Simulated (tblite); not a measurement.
C7H11PSi.
Geometry (GFN2-xTB, Å), atoms numbered from 1 in this order:
```xyz
20
C7H11PSi angstrom
C      3.542   -1.335   -0.347
C      2.773   -0.336   -0.769
C      1.384   -0.193   -0.419
C      0.526    0.734   -0.918
C     -0.805    0.686   -0.380
C     -1.835    1.670   -0.826
C     -0.995   -0.283    0.555
Si    -2.569   -0.669    1.505
P      0.483   -1.330    0.682
H      3.139   -2.111    0.286
H      4.580   -1.417   -0.619
H      3.179    0.439   -1.410
H      0.810    1.478   -1.648
H     -2.052    1.529   -1.885
H     -2.757    1.554   -0.263
H     -1.463    2.687   -0.696
H     -2.991    0.523    2.250
H     -3.636   -1.070    0.582
H     -2.277   -1.758    2.438
H      0.959   -0.788    1.880
```

Calculated harmonic vibrations of the isolated species, GFN2-xTB (tblite), most abundant isotopes, no scaling. Errors from tens to a few hundred cm⁻¹ against measured bands are possible. Modes of hydrogen on phosphorus and silicon can be 10 to 20 % off. One conformer, not necessarily the lowest.

Harmonic wavenumbers (cm⁻¹): 71.4, 73.2, 86.4, 105.5, 130.7, 187.7, 197.6, 243.5, 302.5, 335.0, 349.1, 473.4, 515.3, 521.6, 543.1, 564.9, 587.1, 630.2, 671.5, 742.8, 775.2, 784.6, 785.6, 790.9, 843.3, 872.1, 928.7, 976.3, 997.4, 1002.9, 1022.3, 1058.2, 1154.2, 1231.8, 1275.1, 1326.6, 1392.7, 1397.7, 1471.7, 1475.2, 1501.5, 1586.2, 1651.0, 2219.1, 2227.1, 2243.5, 2262.8, 2996.0, 3009.4, 3035.4, 3048.4, 3070.1, 3077.3, 3131.4.

A = 2226, B = 759.5, C = 574.8 MHz; mass 154.037 u (most abundant isotopes); point group C1, symmetry number 1.

Q: What is the zero-point energy?

A: ½Σν̃ = 31977 cm⁻¹ = 91.43 kcal/mol.

Q: Give the ideal-gas entropy at 400 K and 1 bar in the rigid-rotor, harmonic-oscillator model (classical rotation).

A: Translation 42.49, rotation 31.06, vibration 47.20: S = 120.7 cal/(mol K).

Q: And Cp and H(400 K) − H(0)?

A: Cp = 55.92 cal/(mol K), of which vibrations give 47.98 (their classical limit is 54 R = 107.3); H(400 K) − H(0) = 13.11 kcal/mol without the zero-point energy, 9.93 from vibrations.

Q: How do the functions run with temperature in this model?

A: 
```
T (K)  S (cal/(mol K))  Cp (cal/(mol K))  H − H(0) (kcal/mol)  G − H(0) (kcal/mol)  ln q(vib)
  100             72.2              21.0                 1.40                -5.82       1.82
  200             90.4              33.1                 4.10               -13.99       4.95
  300            106.2              45.3                 8.03               -23.83       8.11
  500            134.2              64.6                19.15               -47.94      14.35
  800            168.8              82.4                41.45               -93.59      23.09
 1000            188.0              89.9                58.72              -129.32      28.40
```

q(vib) and H(0) count from the zero-point level.

Q: Blend soft modes into free rotors: weight 1/[1 + (100 cm⁻¹/ν̃)⁴] for the oscillator and the rest for a rotor with moment μB/(μ + B), μ = h/(8π²ν), B = 10⁻⁴⁴ kg m². What vibrational entropy results?

A: 44.10 cal/(mol K) in place of 47.20, which changes −T·S at 400 K by +1.24 kcal/mol.

Hindered rotation and anharmonicity are outside this model. Other conformers, if any are populated, would add a mixing term that is left out. The structure is chiral; the term R ln 2 for an equal mix with its mirror image is left out.
